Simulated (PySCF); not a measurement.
F4Sn (SMILES [F][Sn]([F])([F])[F]), singlet, at a GFN2-xTB geometry (such geometries of metal compounds can be far from the true shape) (all electrons, no relativity).

Here is a job for PySCF.
```python
from pyscf import gto, scf, dft

mol = gto.Mole()
mol.atom = '''
    F    -0.95583512   -1.49040427   -0.73172632
    Sn   -0.00000000   -0.00000000   -0.00000000
    F    -1.14423492    1.53611205    0.03788529
    F     0.56745998   -0.41770137    1.78153412
    F     1.53261006    0.37199359   -1.08769309
'''
mol.basis = 'sto-3g'
mol.verbose = 4
mol.build()

mf = dft.RKS(mol)
mf.xc = 'revpbe'
mf.grids.atom_grid = (99, 590)
mf.grids.prune = None
mf.kernel()
```

### Question
Predict the Mulliken (on the basis functions themselves) charges in atom order from PySCF with REVPBE/STO-3G.

### Answer
F1 -0.22, Sn2 0.89, F3 -0.22, F4 -0.22, F5 -0.22

### Question
Predict the nuclear repulsion energy from REVPBE/STO-3G.

### Answer
579.3924 Eh

### Question
What total energy does REVPBE/STO-3G give?

### Answer
-12716.892757 Ry

### Question
Estimate the number of basis functions that REVPBE/STO-3G returns for this input.

### Answer
47

### Question
Estimate the dipole moment that REVPBE/STO-3G returns for this input.

### Answer
0.00 D
